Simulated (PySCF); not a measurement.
C₃H₉ClSi. Atoms are numbered in the order given.

```xyz
14

C      0.9228    -1.1804     0.9028
C      0.5884    -0.1989    -0.2114
Cl     1.9677     1.0045    -0.3648
C     -0.7192     0.5624    -0.0192
Si    -2.2925    -0.5139    -0.0165
H      0.1500    -1.9758     0.9619
H      0.9618    -0.6628     1.8824
H      1.9022    -1.6630     0.7238
H      0.5828    -0.7203    -1.1903
H     -0.6828     1.1408     0.9294
H     -0.8374     1.3063    -0.8346
H     -2.3873    -1.3662     1.2200
H     -3.4988     0.3823    -0.0745
H     -2.2985    -1.4211    -1.2191
```
Charge 0, spin multiplicity 1.

Geometry: PBE-D3(BJ)/def2-SVP. The structure was generated by enumeration; whether it is a known compound was not checked. The values are those of a single conformer.

Method: PBE-D3(BJ)/def2-SVP in PySCF 2.14.0.

Frequencies are harmonic and unscaled.

Computed vibrational spectrum:
| mode | ν (cm⁻¹) | IR (km/mol) | moving atoms (share of kinetic energy) |
|---|---|---|---|
| 1 | 70 | 1.0 | H 50 %, C 31 %, Si 11 %, Cl 8 % |
| 2 | 131 | 0.9 | H 65 %, C 26 % |
| 3 | 173 | 1.5 | C 39 %, H 38 %, Si 16 % |
| 4 | 253 | 1.6 | H 72 %, C 10 %, Cl 10 %, Si 8 % |
| 5 | 273 | 5.0 | H 31 %, Cl 31 %, Si 26 %, C 12 % |
| 6 | 333 | 3.8 | C 36 %, H 34 %, Cl 28 % |
| 7 | 399 | 2.6 | C 48 %, H 44 % |
| 8 | 509 | 6.7 | H 92 % |
| 9 | 565 | 16.2 | H 69 %, C 17 %, Si 10 % |
| 10 | 641 | 25.1 | C 58 %, H 19 %, Cl 15 %, Si 8 % |
| 11 | 730 | 25.9 | C 50 %, H 36 %, Si 13 % |
| 12 | 802 | 36.6 | H 64 %, C 31 % |
| 13 | 879 | 128.7 | H 61 %, C 34 % |
| 14 | 890 | 89.7 | H 78 %, C 17 % |
| 15 | 910 | 35.8 | H 97 % |
| 16 | 919 | 36.6 | H 97 % |
| 17 | 985 | 6.1 | H 69 %, C 30 % |
| 18 | 997 | 19.9 | H 68 %, C 31 % |
| 19 | 1119 | 14.5 | C 58 %, H 41 % |
| 20 | 1128 | 4.3 | H 76 %, C 24 % |
| 21 | 1181 | 27.3 | H 63 %, C 37 % |
| 22 | 1224 | 24.8 | H 81 %, C 19 % |
| 23 | 1309 | 5.3 | H 74 %, C 26 % |
| 24 | 1348 | 14.9 | H 70 %, C 30 % |
| 25 | 1378 | 4.0 | H 91 %, C 9 % |
| 26 | 1403 | 5.8 | H 96 % |
| 27 | 1420 | 5.2 | H 96 % |
| 28 | 2157 | 65.8 | H 98 % |
| 29 | 2167 | 96.1 | H 96 % |
| 30 | 2174 | 107.1 | H 96 % |
| 31 | 2971 | 9.9 | H 97 % |
| 32 | 2983 | 2.6 | H 95 % |
| 33 | 3013 | 5.2 | H 92 % |
| 34 | 3044 | 2.7 | H 91 %, C 9 % |
| 35 | 3061 | 13.3 | H 91 %, C 9 % |
| 36 | 3087 | 8.7 | H 91 %, C 9 % |
